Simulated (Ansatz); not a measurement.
`C[SiH](C)[SiH2]F` and `C[SiH2][SiH2]F` differ in one atom or group.

Ansatz, PBE0-D4/def2-TZVP geometries, multiplicity 1. Each molecule was computed in one conformer, which needn't be the lowest.

```json
{"property": "HOMO–LUMO gap (B3LYP/def2-TZVPP) / eV", "`C[SiH](C)[SiH2]F`": "6.98"}
{"property": "HOMO energy (ωB97M-V/def2-TZVPP) / eV", "`C[SiH](C)[SiH2]F`": "-9.82"}
{"property": "zero-point energy (PBE0-D4/def2-TZVP) / kJ/mol", "`C[SiH](C)[SiH2]F`": "269.1"}
{"property": "LUMO energy (PBE0/def2-TZVPP) / eV", "`C[SiH](C)[SiH2]F`": "-0.41"}
{"property": "HOMO–LUMO gap (PBE0/def2-TZVPP) / eV", "`C[SiH](C)[SiH2]F`": "7.35"}
{"property": "LUMO energy (PBE/def2-TZVPP) / eV", "`C[SiH](C)[SiH2]F`": "-1.27"}
```

(1) What does the change do to each property? (Best estimate.)

Answers

(1) Ansatz gave: 
```json
{"property": "HOMO–LUMO gap (B3LYP/def2-TZVPP) / eV", "`C[SiH2][SiH2]F`": "7.16", "shift": "0.18"}
{"property": "HOMO energy (ωB97M-V/def2-TZVPP) / eV", "`C[SiH2][SiH2]F`": "-10.10", "shift": "-0.28"}
{"property": "zero-point energy (PBE0-D4/def2-TZVP) / kJ/mol", "`C[SiH2][SiH2]F`": "193.3", "shift": "-75.8"}
{"property": "LUMO energy (PBE0/def2-TZVPP) / eV", "`C[SiH2][SiH2]F`": "-0.51", "shift": "-0.10"}
{"property": "HOMO–LUMO gap (PBE0/def2-TZVPP) / eV", "`C[SiH2][SiH2]F`": "7.54", "shift": "0.19"}
{"property": "LUMO energy (PBE/def2-TZVPP) / eV", "`C[SiH2][SiH2]F`": "-1.37", "shift": "-0.10"}
```

With PBE0 the HOMO falls by 0.29 eV and the LUMO falls by 0.10 eV, so the gap widens by about 0.19 eV. PBE moves the HOMO by -0.28 eV and ωB97M-V by -0.28 eV. The zero-point energy changes by -75.8 kJ/mol with -9 modes.

Positive LUMOs are unbound, so they and the gaps depend on the basis.

B3LYP here is the variant with VWN-RPA as its local correlation; programs differ in this.
